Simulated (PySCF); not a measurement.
**Computed properties of TiF4, SMILES [F][Ti]([F])([F])[F], multiplicity 1**

TiF₄, SMILES [F][Ti]([F])([F])[F], multiplicity 1. Coordinates come from a B3LYP-D3(BJ)/def2-SVP optimisation. The spin state was assumed, not searched. The isomer is the one that the SMILES or the coordinates give; other isomers of the formula were not compared. Other conformers were not sampled. All values are computed for the isolated molecule unless a solvent is named; none is compared with measurement here.

**Structure.** The optimised structure has Td symmetry. All 9 harmonic modes at B3LYP-D3(BJ)/def2-SVP (PySCF) are real, so it is a minimum. With heavy atoms numbered as in [Ti:1]([F:2])([F:3])([F:4])[F:5], the shortest bond between them is Ti1–F3 at 1.735 Å and the longest Ti1–F5 at 1.735 Å.

**Vibrations.** The strongest infrared lines (harmonic, unscaled, degenerate partners summed) lie at 836 cm⁻¹ (651 km/mol, F 61 %, Ti 39 %), 223 cm⁻¹ (58 km/mol, F 77 %, Ti 23 %). The softest mode is at 196 cm⁻¹ and the zero-point energy is 6.2 kcal/mol.

**Electronic structure.** HF/def2-TZVP (PySCF) places the frontier levels at -18.04 and 1.48 eV, a gap of 19.52 eV, and gives a dipole moment of 0.00 D and a mean polarisability of 23.7 bohr³. PBE/def2-TZVP (PySCF) at the same geometry gives -10.44 and -3.98 eV, so its gap is 13.06 eV narrower. An orbital gap is neither the optical nor the fundamental gap.

**Excitations.** TDDFT-PBE0/def2-SVPD (PySCF) has S1 at 7.31 eV (170 nm, f = 0.000, dark); the most intense of the 10 singlets computed lies at 7.53 eV (f = 0.02). Strengths of degenerate partners are summed. T1 (TDA) is at 7.03 eV. TDDFT-PBE/def2-SVPD (PySCF) puts S1 at 6.43 eV. No vertical singlet excitation falls in the visible range (under 3.1 eV).

**NMR.** GIAO shifts at HF/pcSseg-1 (PySCF) (non-relativistic, atoms alike by connectivity averaged): ¹⁹F at 267.2 ppm against CFCl3.
